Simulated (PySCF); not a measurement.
Cl5Re, charge +1, multiplicity 2. Atoms are numbered in the order given.

```xyz
6

Re     0.0000     0.0000     0.0413
Cl     0.0000     2.2613    -0.2005
Cl     0.0000    -2.2613    -0.2005
Cl     0.0000     0.0000     2.2278
Cl     1.9753     0.0000    -1.0045
Cl    -1.9753     0.0000    -1.0045
```
Charge +1, spin multiplicity 2.

Geometry optimised at B3LYP-D3(BJ)/def2-SVP. The multiplicity is an assumed one; other spin states were not compared. The def2 effective core potentials stand for the cores of Re; spin–orbit coupling is left out.

The numbers are results of r2SCAN/def2-TZVP in PySCF, not measurements.

ESP charges are fitted to the potential on shells at 1.4 to 2.0 van der Waals radii. Atomic charges (e):

```tsv
atom	Mulliken	Löwdin	ESP fit	Mulliken spin
Re1	1.06	-0.53	…	0.84
Cl2	-0.04	0.26	…	0.07
Cl3	-0.04	0.26	…	0.07
Cl4	0.05	0.40	…	-0.04
Cl5	-0.01	0.31	…	0.03
Cl6	-0.01	0.31	…	0.03
```

**Question.** Some entries are withheld; supply them. (The exact figures need the calculation; the answer reports its results.)

**Answer.** 
- Re1, ESP fit: -0.28
- Cl2, ESP fit: 0.17
- Cl3, ESP fit: 0.17
- Cl4, ESP fit: 0.39
- Cl5, ESP fit: 0.28
- Cl6, ESP fit: 0.28
